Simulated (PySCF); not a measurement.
AlCl2, multiplicity 2. Atoms are numbered in the order given.

```xyz
3

Al     0.0000     0.0000     0.7772
Cl     0.0000     1.8206    -0.2972
Cl     0.0000    -1.8206    -0.2972
```
Charge 0, spin multiplicity 2.

Geometry optimised at B3LYP-D3(BJ)/def2-TZVP. The multiplicity is an assumed one; other spin states were not compared. The isomer is the one that the SMILES or the coordinates give; other isomers of the formula were not compared.

The numbers are results of PySCF with CAM-B3LYP/def2-TZVPD, not measurements.

Mulliken values depend strongly on the basis, most of all with diffuse functions as here. ESP charges are fitted to the potential on shells at 1.4 to 2.0 van der Waals radii. Atomic charges (e):

| atom | Mulliken | meta-Löwdin | ESP fit | Mulliken spin |
|---|---|---|---|---|
| Al1 | 0.34 | [?] | 0.38 | 0.83 |
| Cl2 | -0.17 | [?] | -0.19 | 0.08 |
| Cl3 | -0.17 | [?] | -0.19 | 0.08 |

Question: Complete the blanks. (The exact figures need the calculation; the answer reports its results.)

Answer: 
- Al1, meta-Löwdin: 0.64
- Cl2, meta-Löwdin: -0.32
- Cl3, meta-Löwdin: -0.32
